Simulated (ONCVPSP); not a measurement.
molybdenum (Mo): what ONCVPSP 4.0.1 does with a changed input

Command:

```bash
oncvpspr.x < Mo.dat > Mo.out
```

Input:

```
# ATOM AND REFERENCE CONFIGURATION
# atsym  z   nc   nv     iexc    psfile
  Mo 42.00    7    3        4      upf
#
#   n    l    f
    1    0    2.00
    2    0    2.00
    2    1    6.00
    3    0    2.00
    3    1    6.00
    3    2   10.00
    4    0    2.00
    4    1    6.00
    4    2    5.00
    5    0    1.00
#
# PSEUDOPOTENTIAL AND OPTIMIZATION
# lmax
    3
#
#   l,   rc,      ep,       ncon, nbas, qcut
    0    2.55    0.00    4    7    3.30
    1    1.80    0.00    3    8    6.60
    2    1.80    0.00    5    9    9.00
    3    2.60    0.03    4    8    4.10
#
# LOCAL POTENTIAL
# lloc, lpopt,  rc(5),   dvloc0
    2    5    1.80    0.00
#
# VANDERBILT-KLEINMAN-BYLANDER PROJECTORs
# l, nproj, debl
    0    2    0.50
    1    2    2.70
    2    0    3.40
    3    2    2.60
#
# MODEL CORE CHARGE
# icmod, fcfact, rcfact
    0    0.00    0.00
#
# LOG DERIVATIVE ANALYSIS
# epsh1, epsh2, depsh
    5.00   -3.00    0.02
#
# OUTPUT GRID
# rlmax, drl
    6.00    0.01
#
# TEST CONFIGURATIONS
# ncnf
    4
# nvcnf
#   n    l    f
    3
    4    1    6.00
    4    2    5.00
    5    0    0.00
#
    3
    4    1    6.00
    4    2    4.00
    5    0    0.00
#
    3
    4    1    6.00
    4    2    3.00
    5    0    0.00
#
    4
    4    1    6.00
    4    2    5.00
    5    0    0.00
    5    1    1.00
#
```

This is an input that runs to its end, with one change: epsh1 and epsh2 swapped. The unchanged file is no sound one. Note: ghosts flagged at negative energy: s at -51.8 eV; no localised positive-energy state flagged. A true bound ghost makes a file unfit for plane-wave use.

Q: How does the run end?

A: The program refuses the input: "test_data: must have epsh2 > epsh1".

```
ONCVPSP  (Optimized Norm-Conservinng Vanderbilt PSeudopotential)
relativistic version 4.0.1

test_data: must have epsh2 > epsh1
ERROR: test_data found   1 ERROR; stopping
```
